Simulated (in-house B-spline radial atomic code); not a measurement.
The numbers below are computed, except where a source is named.
Correlation energy from the adiabatic connection: −V exp(−r²/w²), V = 25.7, w = 4.1

Two electrons in a singlet, external potential −V exp(−r²/w²), V = 25.7, w = 4.1 (atomic units). Full CI in B-splines (partial waves to l = 8, correlation up to 0.6 % small) with the density held fixed gives W(λ) = <V_ee>_λ − U, and E_c is the integral of W(λ) − W(0) from 0 to 1.

| λ | W(λ) − W(0) (hartree) |
| --- | --- |
| 0 | 0.00000 |
| 0.02 | -0.00198 |
| 0.05 | -0.00492 |
| 0.12 | -0.01162 |
| 0.25 | -0.02347 |
| 0.4 | -0.03627 |
| 0.6 | -0.05202 |
| 0.8 | -0.06641 |
| 1 | -0.07959 |

(1) Integrate the table by the trapezoid rule.

(2) Now use only three numbers: W(0) = -0.9797, the initial slope W'(0) = -0.09962 (extrapolated from the first points) and the strong-coupling limit of the point-charge-plus-continuum model, W∞ = -1.3408. What do second-order theory and the interpolation W(λ) = W∞ + (W(0) − W∞)/√(1 + 2χλ) of Seidl, Perdew and Levy give?

Results:

(1) The strips give -0.00002, -0.00010, -0.00058, -0.00228, -0.00448, -0.00883, -0.01184, -0.01460, which sum to -0.04274 hartree. The direct value, W(1) − W(0) + T_c with T_c = 0.03677, is -0.04282; the curve is convex, so chords lie above it and the trapezoids fall short in size by 0.20 %.

(2) Second order keeps the slope alone: E_c = W'(0)/2 = -0.04981, +16 % in size against -0.04282. Matching the slope fixes χ = W'(0)/(W∞ − W(0)) = -0.09962/(-0.36110) = 0.27588. Integrating, with s = √(1 + 2χ) = 1.245696, E_c = −(W(0) − W∞)(s − 1)/(s + 1) = −0.36110 × 0.245696/2.245696 = -0.03951 hartree, -7.7 % in size against the full result. At λ = 1 the formula gives W − W(0) = -0.07122 against -0.07959. Part of the miss can come from the model's W∞.
